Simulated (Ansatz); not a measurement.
Ansatz (a first-principles code) input file for C3H9ClOSi, SMILES COC[Si@H](C)Cl, B3LYP-D3(BJ)/def2-SVP. 

Ansatz 0.2 input:
```yaml
crystal:
  periodic: [false, false, false]
  atoms:
    - {symbol: C, position_ang: [2.82573795, -1.05140605, -0.45664546]}
    - {symbol: O, position_ang: [1.46214844, -0.72829146, -0.44883190]}
    - {symbol: C, position_ang: [0.96599573, -0.41572496, 0.83778221]}
    - {symbol: Si, position_ang: [-0.87805679, 0.03611472, 0.60389719]}
    - {symbol: C, position_ang: [-1.72635228, -1.30398880, -0.43444599]}
    - {symbol: Cl, position_ang: [-0.98843510, 1.81012351, -0.34642094]}
    - {symbol: H, position_ang: [3.43447949, -0.21571940, -0.08810825]}
    - {symbol: H, position_ang: [3.09405645, -1.26793044, -1.48913692]}
    - {symbol: H, position_ang: [3.02732266, -1.93216969, 0.16732911]}
    - {symbol: H, position_ang: [1.54024087, 0.41463553, 1.27328233]}
    - {symbol: H, position_ang: [1.09479236, -1.27503362, 1.51055085]}
    - {symbol: H, position_ang: [-1.49187507, 0.19243170, 1.92769427]}
    - {symbol: H, position_ang: [-2.75448291, -1.03702404, -0.66413849]}
    - {symbol: H, position_ang: [-1.19891972, -1.44504855, -1.37494840]}
    - {symbol: H, position_ang: [-1.73889819, -2.25879648, 0.08258136]}
basis:
  gaussian:
    orbitals: def2-SVP
hamiltonian:
  xc: b3lyp
  dispersion: d3bj
relax: {f_tol: 0.002, max_steps: 200}
```

It prints:

```
WARN ansatz: RAYON_NUM_THREADS=2 ignored (pool sized by the plan → 2); use --threads N
Functional definition: B3LYP
integrals: 0.11 GiB planned
1469 factors; integrals over basis functions are off by at most 3.6e-4 eV
mean field: 0.87 GiB planned
mean field evaluation 1: about -25687.6813 eV, gradient 6.2e1 eV
mean field evaluation 2: about -25682.6512 eV, gradient 7.5e1 eV
mean field evaluation 4: about -25696.9350 eV, gradient 4.1e0 eV
mean field evaluation 8: about -25696.9831 eV, gradient 5.0e-2 eV
mean field evaluation 16: about -25696.9831 eV, gradient 1.9e-5 eV
mean field -25696.98310244 eV, -944.3467109741 hartree, gradient 1.9e-5 eV, S^2 0.000000; 0 other end points of the search recorded, 0 dependent functions left out
the calculation of the forces begins
reference -25696.98338513 eV, -944.3467213627 hartree; 33, 33 occupied and 104, 104 virtual orbitals, 1469 factors
relax step   1: F+E_penalty+E_count = -25697.58794017 eV  Δ(F+E_penalty+E_count) = +0.000e0 eV  max|allowed force component| = 1.691e0 eV/Å  Δτ_max = 0.0000 Å  (27 SCF iters, accepted)
these checks for a lower state are left out or cut short: starts, cluster_reference, orbital_swaps, neighbouring_geometries, increment
integrals: 0.11 GiB planned
1469 factors; integrals over basis functions are off by at most 3.7e-4 eV
mean field: 0.87 GiB planned
mean field -25697.08125660 eV, -944.3503180728 hartree, gradient 7.1e-5 eV, S^2 0.000000; 0 other end points of the search recorded, 0 dependent functions left out
the calculation of the forces begins
reference -25697.08154098 eV, -944.3503285237 hartree; 33, 33 occupied and 104, 104 virtual orbitals, 1469 factors
relax step   2: F+E_penalty+E_count = -25697.68231131 eV  Δ(F+E_penalty+E_count) = -9.437e-2 eV  max|allowed force component| = 3.327e-1 eV/Å  Δτ_max = 0.0657 Å  (26 SCF iters, accepted)
these checks for a lower state are left out or cut short: starts, cluster_reference, orbital_swaps, neighbouring_geometries, increment
integrals: 0.11 GiB planned
1469 factors; integrals over basis functions are off by at most 3.7e-4 eV
mean field: 0.87 GiB planned
mean field -25697.08645133 eV, -944.3505089755 hartree, gradient 6.8e-5 eV, S^2 0.000000; 0 other end points of the search recorded, 0 dependent functions left out
the calculation of the forces begins
reference -25697.08673558 eV, -944.3505194214 hartree; 33, 33 occupied and 104, 104 virtual orbitals, 1469 factors
relax step   3: F+E_penalty+E_count = -25697.68834713 eV  Δ(F+E_penalty+E_count) = -6.036e-3 eV  max|allowed force component| = 1.107e-1 eV/Å  Δτ_max = 0.0217 Å  (25 SCF iters, accepted)
these checks for a lower state are left out or cut short: starts, cluster_reference, orbital_swaps, neighbouring_geometries, increment
integrals: 0.11 GiB planned
1469 factors; integrals over basis functions are off by at most 3.7e-4 eV
mean field: 0.87 GiB planned
mean field evaluation 32: about -25697.0873 eV, gradient 1.7e-5 eV
mean field -25697.08726268 eV, -944.3505387922 hartree, gradient 1.7e-5 eV, S^2 0.000000; 0 other end points of the search recorded, 0 dependent functions left out
the calculation of the forces begins
reference -25697.08754675 eV, -944.3505492315 hartree; 33, 33 occupied and 104, 104 virtual orbitals, 1469 factors
relax step   4: F+E_penalty+E_count = -25697.68936731 eV  Δ(F+E_penalty+E_count) = -1.020e-3 eV  max|allowed force component| = 6.078e-2 eV/Å  Δτ_max = 0.0097 Å  (24 SCF iters, accepted)
these checks for a lower state are left out or cut short: starts, cluster_reference, orbital_swaps, neighbouring_geometries, increment
integrals: 0.11 GiB planned
1469 factors; integrals over basis functions are off by at most 3.7e-4 eV
mean field: 0.87 GiB planned
mean field -25697.08765074 eV, -944.3505530532 hartree, gradient 1.5e-5 eV, S^2 0.000000; 0 other end points of the search recorded, 0 dependent functions left out
the calculation of the forces begins
reference -25697.08793472 eV, -944.3505634892 hartree; 33, 33 occupied and 104, 104 virtual orbitals, 1469 factors
relax step   5: F+E_penalty+E_count = -25697.68958510 eV  Δ(F+E_penalty+E_count) = -2.178e-4 eV  max|allowed force component| = 2.255e-2 eV/Å  Δτ_max = 0.0067 Å  (23 SCF iters, accepted)
these checks for a lower state are left out or cut short: starts, cluster_reference, orbital_swaps, neighbouring_geometries, increment
integrals: 0.11 GiB planned
1469 factors; integrals over basis functions are off by at most 3.8e-4 eV
mean field: 0.87 GiB planned
mean field -25697.08819088 eV, -944.3505729027 hartree, gradient 7.0e-6 eV, S^2 0.000000; 0 other end points of the search recorded, 0 dependent functions left out
the calculation of the forces begins
reference -25697.08847477 eV, -944.3505833357 hartree; 33, 33 occupied and 104, 104 virtual orbitals, 1469 factors
relax step   6: F+E_penalty+E_count = -25697.68971716 eV  Δ(F+E_penalty+E_count) = -1.321e-4 eV  max|allowed force component| = 1.239e-2 eV/Å  Δτ_max = 0.0112 Å  (23 SCF iters, accepted)
these checks for a lower state are left out or cut short: starts, cluster_reference, orbital_swaps, neighbouring_geometries, increment
integrals: 0.11 GiB planned
1469 factors; integrals over basis functions are off by at most 3.8e-4 eV
mean field: 0.87 GiB planned
mean field -25697.08824846 eV, -944.3505750190 hartree, gradient 1.0e-5 eV, S^2 0.000000; 0 other end points of the search recorded, 0 dependent functions left out
the calculation of the forces begins
reference -25697.08853229 eV, -944.3505854495 hartree; 33, 33 occupied and 104, 104 virtual orbitals, 1469 factors
relax step   7: F+E_penalty+E_count = -25697.68973905 eV  Δ(F+E_penalty+E_count) = -2.189e-5 eV  max|allowed force component| = 1.351e-2 eV/Å  Δτ_max = 0.0064 Å  (22 SCF iters, accepted)
these checks for a lower state are left out or cut short: starts, cluster_reference, orbital_swaps, neighbouring_geometries, increment
integrals: 0.11 GiB planned
1469 factors; integrals over basis functions are off by at most 3.8e-4 eV
mean field: 0.87 GiB planned
mean field -25697.08827169 eV, -944.3505758725 hartree, gradient 1.2e-5 eV, S^2 0.000000; 0 other end points of the search recorded, 0 dependent functions left out
the calculation of the forces begins
reference -25697.08855551 eV, -944.3505863026 hartree; 33, 33 occupied and 104, 104 virtual orbitals, 1469 factors
relax step   8: F+E_penalty+E_count = -25697.68976069 eV  Δ(F+E_penalty+E_count) = -2.163e-5 eV  max|allowed force component| = 3.581e-3 eV/Å  Δτ_max = 0.0060 Å  (23 SCF iters, accepted)
these checks for a lower state are left out or cut short: starts, cluster_reference, orbital_swaps, neighbouring_geometries, increment
integrals: 0.11 GiB planned
1469 factors; integrals over basis functions are off by at most 3.8e-4 eV
mean field: 0.87 GiB planned
mean field -25697.08827269 eV, -944.3505759094 hartree, gradient 6.5e-5 eV, S^2 0.000000; 0 other end points of the search recorded, 0 dependent functions left out
the calculation of the forces begins
reference -25697.08855648 eV, -944.3505863383 hartree; 33, 33 occupied and 104, 104 virtual orbitals, 1469 factors
relax step   9: F+E_penalty+E_count = -25697.68976292 eV  Δ(F+E_penalty+E_count) = -2.230e-6 eV  max|allowed force component| = 5.326e-3 eV/Å  Δτ_max = 0.0036 Å  (20 SCF iters, accepted)
these checks for a lower state are left out or cut short: starts, cluster_reference, orbital_swaps, neighbouring_geometries, increment
integrals: 0.11 GiB planned
1469 factors; integrals over basis functions are off by at most 3.8e-4 eV
mean field: 0.87 GiB planned
mean field evaluation 64: about -25697.0883 eV, gradient 2.2e-5 eV
mean field -25697.08829985 eV, -944.3505769073 hartree, gradient 2.2e-5 eV, S^2 0.000000; 0 other end points of the search recorded, 0 dependent functions left out
the calculation of the forces begins
reference -25697.08858364 eV, -944.3505873367 hartree; 33, 33 occupied and 104, 104 virtual orbitals, 1469 factors
relax step  10: F+E_penalty+E_count = -25697.68976782 eV  Δ(F+E_penalty+E_count) = -4.903e-6 eV  max|allowed force component| = 1.923e-3 eV/Å  Δτ_max = 0.0013 Å  (20 SCF iters, accepted)
integrals: 0.11 GiB planned
1469 factors; integrals over basis functions are off by at most 3.8e-4 eV
mean field: 0.87 GiB planned
mean field -25697.08829985 eV, -944.3505769073 hartree, gradient 2.2e-5 eV, S^2 0.000000; 1 other end points of the search recorded, 0 dependent functions left out
the calculation of the forces begins
reference -25697.08858364 eV, -944.3505873367 hartree; 33, 33 occupied and 104, 104 virtual orbitals, 1469 factors
Total energy: -25697.69005162 eV, -944.3726908769 hartree
Atom 0 at     2.835772    -1.059540    -0.462477 Å, force    -0.000014    -0.000384    -0.000447 eV/Å
Atom 1 at     1.464879    -0.761855    -0.460473 Å, force     0.000149     0.000144     0.000719 eV/Å
Atom 2 at     0.955003    -0.425036     0.809675 Å, force    -0.001923    -0.000177     0.000317 eV/Å
Atom 3 at    -0.876444     0.006722     0.606589 Å, force     0.000985    -0.000934    -0.000584 eV/Å
Atom 4 at    -1.727255    -1.291229    -0.431928 Å, force     0.001123     0.000908     0.000506 eV/Å
Atom 5 at    -1.027698     1.861333    -0.344748 Å, force    -0.000167     0.000310    -0.000234 eV/Å
Atom 6 at     3.444018    -0.198508    -0.119055 Å, force    -0.000169     0.000125    -0.000015 eV/Å
Atom 7 at     3.126036    -1.307518    -1.493899 Å, force     0.000594    -0.000198    -0.000368 eV/Å
Atom 8 at     3.070282    -1.924501     0.191227 Å, force    -0.000140    -0.000030    -0.000077 eV/Å
Atom 9 at     1.505038     0.427839     1.260948 Å, force    -0.000178     0.000093    -0.000070 eV/Å
Atom 10 at     1.054504    -1.272481     1.525576 Å, force     0.000436     0.000158    -0.000046 eV/Å
Atom 11 at    -1.487806     0.154262     1.957215 Å, force    -0.000435     0.000141     0.000427 eV/Å
Atom 12 at    -2.762355    -1.006850    -0.673829 Å, force    -0.000283     0.000015     0.000238 eV/Å
Atom 13 at    -1.163151    -1.425172    -1.367377 Å, force    -0.000166    -0.000118    -0.000058 eV/Å
Atom 14 at    -1.743069    -2.255295     0.102995 Å, force     0.000188    -0.000053    -0.000306 eV/Å
Dipole moment:     0.231955    -0.394876     0.214207 e Å
```

The calculation finished and met its thresholds.
